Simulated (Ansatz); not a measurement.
The cluster Co2Pt. Total charge 0; singlet. Geometry PBE-D4/def2-TZVP; atoms count from 1.

Cartesian coordinates in Å:
```
Pt -0.724 -1.185 0.026
Co -0.464 1.106 0.371
Co 1.188 0.079 -0.397
```

In the def2 sets Pt takes a core potential; there is no spin–orbit coupling. A triplet lies near this restricted singlet, and broken spin symmetry wasn't tried. At PBE0-D4/def2-TZVP a quintet of charge 0 lies 3.76 eV below the restricted singlet, each at its own geometry. The structure comes from a short search, and lower isomers may exist.

(1) Estimate the Mulliken populations from the PBE0/def2-TZVP orbitals of Ansatz.

(2) And the Mayer bond orders between heavy atoms (over 0.3)?

Answers

(1) 
```
atom  charge (e)  d electrons
 Pt1       -0.17         9.18
 Co2        0.08         7.98
 Co3        0.08         7.98
```
Mulliken values depend strongly on the basis.

(2) Pt1–Co2 0.98 (2.33 Å); Pt1–Co3 0.98 (2.33 Å); Co2–Co3 2.13 (2.09 Å).
